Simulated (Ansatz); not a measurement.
Basis-set extrapolation for `OB(O)O[Si](Cl)(Cl)Cl` (PBE0-D4/def2-TZVP geometry, frozen core, Ansatz 0.2.0). Multiplicity 1, RHF reference.

|  | def2-TZVPP | def2-QZVPP |
| --- | --- | --- |
| HF | -1918.435516 | -1918.494870 |
| MP2 correlation | -1.469887 | -1.604213 |
| CCSD(T) correlation | -1.582356 | not run |

Energies in hartree. Use E(X) = E(∞) + A·exp(−7.88·√X) for Hartree–Fock and E(X) = E(∞) + B·X^(−2.97) for correlation, with X = 3 and 4, and add CCSD(T) minus MP2 of the smaller set to the MP2 limit.

Question: What is the CCSD(T) energy at the basis-set limit?

Answer: HF limit: -1918.494870 + (-0.059354) × 0.13774 = -1918.50305. MP2 limit: -1.604213 + (-0.134326) × 0.74074 = -1.70371. Higher-order term: -1.582356 − (-1.469887) = -0.11247. Total: -1920.31923 hartree, 189.1 kcal/mol below CCSD(T)/def2-TZVPP.
